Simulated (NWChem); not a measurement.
C₂H₃NO₂Si; SMILES O=C1N=C[SiH2]O1

```xyz
9

O     -0.3922    -2.2757     0.0000
C     -0.1147    -1.1214     0.0000
N      1.2470    -0.6441     0.0000
C      1.3463     0.6286     0.0000
Si    -0.3781     1.4210     0.0000
O     -1.0501    -0.1337     0.0000
H      2.3500     1.0765     0.0000
H     -0.7409     2.1720    -1.2292
H     -0.7409     2.1720     1.2292
```
Atoms are numbered in this order, from 1.

Level: PBE0/def2-SVP (NWChem), optimised geometry, unscaled harmonic frequencies. 

Q: List the harmonic frequencies with IR intensities, and the thermochemistry.

A: 
```csv
frequency (cm⁻¹),IR intensity (km/mol)
136,0.2
286,2.0
492,6.4
524,18.0
562,22.3
643,2.5
669,37.4
712,23.9
785,0.0
792,0.7
869,36.4
946,37.4
963,87.4
973,173.0
1155,280.2
1311,58.9
1686,49.6
1943,447.2
2277,62.3
2286,87.9
3161,6.7
```

| Property | Result |
|---|---|
| zero-point energy | 33.1 kcal/mol |
| thermal correction to the enthalpy at 298.15 K (with zero-point energy) | 37.0 kcal/mol |
| heat capacity Cv | 19.4 cal/(mol K) |
| entropy at 298.15 K and 1 atm (symmetry number 1) | 74.5 cal/(mol K) |
| dipole moment | 5.29 D |

Rigid rotor and harmonic oscillator.
